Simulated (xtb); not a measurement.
SrCl, SMILES [Sr+][Cl], charge +1. All values are semi-empirical tight-binding results from xtb (GFN2-xTB unless named), good for trends rather than for accurate numbers. Geometry optimised at GFN2-xTB. The spin state was assumed, not searched.

For metal compounds this method's bond lengths and energies can be far off.

| Property | Value |
|---|---|
| point group as xtb finds it | C∞v |
| orbital gap | 1.53 eV |
